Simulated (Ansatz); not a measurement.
Mulliken charges of CH₃AlF₂, SMILES `F[CH2][AlH][F]` from PBE/def2-TZVPP in Ansatz (PBE0-D4/def2-TZVP geometry).

| atom | x (Å) | y (Å) | z (Å) | charge (e) |
| --- | --- | --- | --- | --- |
| F1 | -1.722 | 0.761 | 0.034 | -0.208 |
| C2 | -0.340 | 0.803 | -0.134 | -0.103 |
| Al3 | 0.520 | -0.954 | 0.130 | 0.549 |
| F4 | -0.406 | -2.263 | 0.505 | -0.308 |
| H5 | -0.133 | 1.197 | -1.139 | 0.090 |
| H6 | 0.064 | 1.549 | 0.564 | 0.090 |
| H7 | 2.078 | -1.162 | -0.006 | -0.110 |

Problem. By hand: the dipole of these point charges (1 e Å = 4.8032 D).

Solution. Σ q r = (0.569, 0.307, -0.129) e Å, of length 0.659 e Å = 3.17 D.

Problem. How does the dipole of the full density compare? (An estimate is asked.)

Solution. The calculation gave: (0.402, 0.281, -0.104) e Å, 2.41 D; the point charges give 1.32 times that, at 7° from its direction.

Point charges leave out the atoms' own dipoles, such as those of lone pairs, and Mulliken's split depends on the basis, so the two needn't agree.
